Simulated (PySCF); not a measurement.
Ru³³⁺: ionisation energy

Ru³³⁺ [Ne] 3s1 (2S) → Ru³⁴⁺ [Ne] (1S), as a difference of total energies. All numbers are calculated (PySCF 2.14, no relativity, point nucleus, in an uncontracted even-tempered set (16 s from 5 bohr⁻², ratio 2.5; 10 p from 6.5 bohr⁻², ratio 2.5; 4 d from 24 bohr⁻², ratio 2.7; 4 f from 36 bohr⁻², ratio 2.7)). Correlated levels: outer shells: 1s2 frozen; virtual orbitals above 40 to 60 times the deepest correlated orbital energy dropped. The calculations carry no spin-orbit coupling.

```csv
method,ionisation energy (eV)
UHF,1963.8
MP2 (outer shells),1964.4
SCS-MP2 (outer shells),1964.3
CCSD (outer shells),1964.4
CCSD(T) (outer shells),1964.4
```

The gap to the reference is mostly relativistic.

For comparison: 2013.04 ± 0.06 eV (semi-empirical (NIST evaluation); NIST Atomic Spectra Database, ionization energies).
